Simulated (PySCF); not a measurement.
## Vibration and rotation of TlCl

RHF-CCSD(T) constants of TlCl, singlet, closed shell (Tl x2c-TZVPPall, Cl x2c-TZVPPall; spin-free X2C with a Gaussian nucleus (PySCF 2.14); masses 204.9744 and 34.9689 u):

* ωe: 285.7 cm⁻¹
* ωexe: 0.866 cm⁻¹
* Be: 0.089704 cm⁻¹
* αe: 0.000383 cm⁻¹
* D (centrifugal): 3.54e-08 cm⁻¹
* De to Tl + Cl: 4.23 eV

(1) Give the vibrational terms G(v) and spacings up to v = 6.

(2) How well does the Morse estimate ωe²/(4ωexe) reproduce De, and what is D0?

Correlated steps freeze 39 core orbitals. Spin–orbit coupling is left out, which matters for elements this heavy, above all for dissociation energies. Where the molecule has an RHF reference, its open-shell atoms are computed with UHF.

## Answers

(1) G(v) = ωe(v+½) − ωexe(v+½)².

```json
{"v": "0", "G(v) (cm⁻¹)": "142.6", "G(v) − G(v−1)": "", "Bv (cm⁻¹)": "0.08951"}
{"v": "1", "G(v) (cm⁻¹)": "426.6", "G(v) − G(v−1)": "284.0", "Bv (cm⁻¹)": "0.08913"}
{"v": "2", "G(v) (cm⁻¹)": "708.8", "G(v) − G(v−1)": "282.2", "Bv (cm⁻¹)": "0.08875"}
{"v": "3", "G(v) (cm⁻¹)": "989.3", "G(v) − G(v−1)": "280.5", "Bv (cm⁻¹)": "0.08836"}
{"v": "4", "G(v) (cm⁻¹)": "1268.1", "G(v) − G(v−1)": "278.8", "Bv (cm⁻¹)": "0.08798"}
{"v": "5", "G(v) (cm⁻¹)": "1545.2", "G(v) − G(v−1)": "277.0", "Bv (cm⁻¹)": "0.08760"}
{"v": "6", "G(v) (cm⁻¹)": "1820.5", "G(v) − G(v−1)": "275.3", "Bv (cm⁻¹)": "0.08721"}
```

(2) It gives 2.92 eV, 69 % of the computed De. D0 = De − G(0) = 4.23 − 0.02 = 4.21 eV.
